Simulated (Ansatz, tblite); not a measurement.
GaAs nanocrystals, H-capped: gap (eV) at several levels, gas phase, relaxed structures; Ansatz, xTB through tblite. Levels of anions in sets without diffuse functions are rough. The structures are stationary points that may keep the symmetry of their start.

```csv
species,state,geometry,GFN1-xTB,GFN2-xTB,PBE-D4/def2-SVP,PBE-D4/def2-TZVP,PBE0-D4/def2-SVP
"Ga4As4H14, cut from wurtzite",singlet,PBE-D4/def2-SVP,4.54,4.27,4.39,4.34,6.17
"Ga5As4H16⁻, cut from zinc blende",singlet,PBE-D4/def2-SVP,4.59,4.04,4.28,4.22,6.04
"Ga6As6H18, cut from wurtzite",singlet,PBE-D4/def2-SVP,4.02,3.57,3.93,3.88,5.67
"Ga7As7H20, cut from zinc blende",singlet,PBE-D4/def2-SVP,3.97,3.45,3.63,3.62,5.35
"Ga8As8H22, cut from wurtzite",singlet,PBE-D4/def2-SVP,3.99,4.23,3.90,3.85,5.57
"Ga8As9H24⁺, cut from zinc blende",singlet,PBE-D4/def2-SVP,3.66,3.61,3.59,3.58,5.29
"Ga9As9H24, cut from wurtzite",singlet,PBE-D4/def2-SVP,3.94,4.19,3.76,3.71,5.42
"Ga9As9H28, cut from zinc blende, disc",singlet,PBE-D4/def2-SVP,3.60,3.60,3.63,3.60,5.31
"Ga10As9H26⁻, cut from wurtzite",singlet,PBE-D4/def2-SVP,3.78,3.80,3.66,3.61,5.29
"Ga10As10H28, cut from zinc blende",singlet,r2SCAN-D4/def2-SVP,3.71,3.73,3.79,3.76,5.47
"Ga10As10H30, cut from zinc blende",singlet,PBE-D4/def2-SVP,3.63,3.47,3.66,3.62,5.34
"Ga12As11H32⁻, cut from zinc blende",singlet,PBE-D4/def2-SVP,3.58,3.35,3.53,3.50,5.17
"Ga12As12H32, cut from zinc blende",singlet,PBE-D4/def2-SVP,3.49,3.75,3.51,3.49,5.17
```

Estimate the column for PBE0-D4/def2-TZVP.

Ga4As4H14, cut from wurtzite 6.10; Ga5As4H16⁻, cut from zinc blende 5.96; Ga6As6H18, cut from wurtzite 5.60; Ga7As7H20, cut from zinc blende 5.32; Ga8As8H22, cut from wurtzite 5.50; Ga8As9H24⁺, cut from zinc blende 5.27; Ga9As9H24, cut from wurtzite 5.36; Ga9As9H28, cut from zinc blende, disc 5.26; Ga10As9H26⁻, cut from wurtzite 5.22; Ga10As10H28, cut from zinc blende 5.40; Ga10As10H30, cut from zinc blende 5.28; Ga12As11H32⁻, cut from zinc blende 5.11; Ga12As12H32, cut from zinc blende 5.14.
